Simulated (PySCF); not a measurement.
**Energy of Pd (palladium, neutral) between two integer charges**

The 4d beta orbital of [Kr] 4d10 is emptied in steps (occupation f), with all orbitals relaxed, ending at [Kr] 4d9. All numbers are calculated (PySCF 2.14, a scalar-relativistic core potential, in aug-cc-pVDZ-PP with ECP28MDF). The exact energy is a straight line in f; departures are measured from the line between the end points of the same method.

Q: Among LDA, PBE, PBE0, r2SCAN, BHandHLYP, M06-2X, B3LYP, which shows the largest delocalisation error (convex curve), and which is closest to linear?

A: Most convex: LDA (-1.250 eV at f = 0.4); closest to linear: BHandHLYP (-0.348 eV).

| f | LDA (eV) | PBE (eV) | PBE0 (eV) | r2SCAN (eV) | BHandHLYP (eV) | M06-2X (eV) | B3LYP (eV) |
| --- | --- | --- | --- | --- | --- | --- | --- |
| 1 | 0.000 | 0.000 | 0.000 | 0.000 | 0.000 | 0.000 | 0.000 |
| 0.8 | -0.808 | -0.779 | -0.499 | -0.733 | -0.212 | -0.233 | -0.557 |
| 0.6 | -1.232 | -1.186 | -0.762 | -1.111 | -0.334 | -0.367 | -0.851 |
| 0.4 | -1.250 | -1.201 | -0.774 | -1.123 | -0.348 | -0.386 | -0.865 |
| 0.2 | -0.845 | -0.810 | -0.523 | -0.756 | -0.241 | -0.279 | -0.585 |
| 0 | 0.000 | 0.000 | 0.000 | 0.000 | 0.000 | 0.000 | 0.000 |

| method | E(f=0) − E(f=1) (eV) | −ε at f=1 (eV) | −ε at f=0.4 (eV) |
| --- | --- | --- | --- |
| LDA | 9.252 | 4.290 | 10.207 |
| PBE | 8.797 | 4.008 | 9.725 |
| PBE0 | 8.417 | 5.366 | 9.005 |
| r2SCAN | 8.465 | 3.981 | 9.344 |
| BHandHLYP | 8.019 | 6.766 | 8.240 |
| M06-2X | 8.481 | 7.098 | 8.690 |
| B3LYP | 8.638 | 5.224 | 9.294 |

Reference removal energy between the ground levels: 8.337 eV (measured; NIST Atomic Spectra Database, ionization energies). The calculation has no spin-orbit coupling.
